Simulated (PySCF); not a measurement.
Isomers of C4H9NO3Si, mass 147.035 u with the commonest isotopes. Theory: PBE0/pcSseg-1 in PySCF (dipole) on a GFN2-xTB geometry, gas phase. One conformer each, none proved a minimum here; rigid rotors.

Problem. Order these by dipole moment, smallest first.
A. `[CH3:1][O:2][C@@H:3]1[CH2:4][Si@@H:5]([C:6]([NH2:7])=[O:8])[O:9]1` with C1–O2–C3–C4 175°, C4–Si5–C6–N7 74°, Si5–C6–N7–H 7° and 176°, O2–C3–C4–Si5 -106°, C3–C4–Si5–C6 -117°, C4–Si5–O9–C3 11°, O2–C3–O9–Si5 103°
B. `[CH3:1][O:2][Si:3]([C:4]#[N:5])([O:6][CH3:7])[O:8][CH3:9]` with C1–O2–Si3–C4 68°, O2–Si3–O6–C7 -172°, O2–Si3–O8–C9 -52°
C. `[NH2:1][C:2](=[O:3])[Si@@H:4]1[CH2:5][C@@H:6]([CH2:7][OH:8])[O:9]1` with H–N1–C2–O3 -173° and -4°, N1–C2–Si4–C5 70°, C5–C6–C7–O8 56°, C6–C7–O8–H 61°, C2–Si4–C5–C6 -114°, Si4–C5–C6–C7 -109°, C5–C6–O9–Si4 -9°, C2–Si4–O9–C6 127°

Solution. B (2.71 D), A (3.71 D), C (3.83 D).

Problem. Order these by rotational constant B, largest first.
A. `[CH3:1][O:2][Si:3]([C:4]#[N:5])([O:6][CH3:7])[O:8][CH3:9]` with C1–O2–Si3–C4 68°, O2–Si3–O6–C7 -172°, O2–Si3–O8–C9 -52°
B. `[CH3:1][O:2][C@@H:3]1[CH2:4][Si@@H:5]([C:6]([NH2:7])=[O:8])[O:9]1` with C1–O2–C3–C4 175°, C4–Si5–C6–N7 74°, Si5–C6–N7–H 7° and 176°, O2–C3–C4–Si5 -106°, C3–C4–Si5–C6 -117°, C4–Si5–O9–C3 11°, O2–C3–O9–Si5 103°
C. `[NH2:1][C:2](=[O:3])[Si@@H:4]1[CH2:5][C@@H:6]([CH2:7][OH:8])[O:9]1` with H–N1–C2–O3 -173° and -4°, N1–C2–Si4–C5 70°, C5–C6–C7–O8 56°, C6–C7–O8–H 61°, C2–Si4–C5–C6 -114°, Si4–C5–C6–C7 -109°, C5–C6–O9–Si4 -9°, C2–Si4–O9–C6 127°

Solution. A (1183 MHz), C (760.3 MHz), B (711.3 MHz).

Problem. Order these by out-of-plane moment Σ m c² = (Ia + Ib − Ic)/2, smallest first.
A. `[NH2:1][C:2](=[O:3])[Si@@H:4]1[CH2:5][C@@H:6]([CH2:7][OH:8])[O:9]1` with H–N1–C2–O3 -173° and -4°, N1–C2–Si4–C5 70°, C5–C6–C7–O8 56°, C6–C7–O8–H 61°, C2–Si4–C5–C6 -114°, Si4–C5–C6–C7 -109°, C5–C6–O9–Si4 -9°, C2–Si4–O9–C6 127°
B. `[CH3:1][O:2][Si:3]([C:4]#[N:5])([O:6][CH3:7])[O:8][CH3:9]` with C1–O2–Si3–C4 68°, O2–Si3–O6–C7 -172°, O2–Si3–O8–C9 -52°
C. `[CH3:1][O:2][C@@H:3]1[CH2:4][Si@@H:5]([C:6]([NH2:7])=[O:8])[O:9]1` with C1–O2–C3–C4 175°, C4–Si5–C6–N7 74°, Si5–C6–N7–H 7° and 176°, O2–C3–C4–Si5 -106°, C3–C4–Si5–C6 -117°, C4–Si5–O9–C3 11°, O2–C3–O9–Si5 103°

Solution. C (45.75 u·Å²), A (51.58 u·Å²), B (197.19 u·Å²).

```tsv
SMILES	point group	Ia (u·Å²)	Ib (u·Å²)	Ic (u·Å²)	κ	μa (D)	μb (D)	μc (D)
CO[C@@H]1C[Si@@H](C(N)=O)O1	C1	132.21	710.49	751.19	-0.98	2.03	2.49	1.86
CO[Si](C#N)(OC)OC	near C3	426.74	427.38	459.73	0.96	0.01	0.06	2.71
NC(=O)[Si@@H]1C[C@@H](CO)O1	C1	143.06	664.74	704.64	-0.97	1.10	3.66	0.28
```
